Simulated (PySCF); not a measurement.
**From a computed spectrum to the compound**

A species of 3 atoms with charge 0 has these harmonic modes (B3LYP, small Gaussian bases with core potentials, PySCF 2.14.0):

```tsv
cm⁻¹	km/mol	symmetry
-4	–	e'
-4	–	e'
10	0.0	a1'
```

(1) Which species is it, and in which structure?

Results:

(1) Hg3 (singlet):
```xyz
3

Hg    2.4334    0.0000    0.0000
Hg   -1.2167    2.1074    0.0000
Hg   -1.2167   -2.1074    0.0000
```
 Negative wavenumbers this small are taken as noise. 
 This is one of several that fit.
